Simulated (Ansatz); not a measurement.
MoSeBr4⁻. Charge -1, multiplicity 2. Geometry r2SCAN-D4/def2-SVP, that of the neutral singlet; atoms count from 1.

```xyz
6

Mo    0.0117    0.0024    0.0274
Se    0.8832    0.1757    2.0547
Br   -2.4164   -0.0262    0.4202
Br   -0.1668   -2.4231   -0.3416
Br    1.9687   -0.0631   -1.4615
Br   -0.2805    2.3343   -0.6992
```

In the def2 sets Mo takes a core potential; there is no spin–orbit coupling.

Q: Estimate the Mulliken populations from the PBE0/def2-SVP orbitals of Ansatz.

A: 
```csv
atom,charge (e),spin (α − β),d electrons
Mo1,0.00,1.17,4.62
Se2,-0.06,-0.26,–
Br3,-0.23,0.02,–
Br4,-0.23,0.02,–
Br5,-0.23,0.02,–
Br6,-0.23,0.02,–
```
Mulliken values and Mayer orders depend strongly on the basis.

Q: Where does the spin sit?

A: Summed by element: Mo 1.17, Se -0.26, Br 0.09, of 1 unpaired in all. Largest on single atoms: Mo1 1.17, Se2 -0.26, Br6 0.02.

Q: And the Mayer bond orders between bonded heavy atoms (over 0.3)?

A: Mo1–Se2 2.28 (2.21 Å); Mo1–Br3 1.08 (2.46 Å); Mo1–Br4 1.08 (2.46 Å); Mo1–Br5 1.08 (2.46 Å); Mo1–Br6 1.08 (2.46 Å).
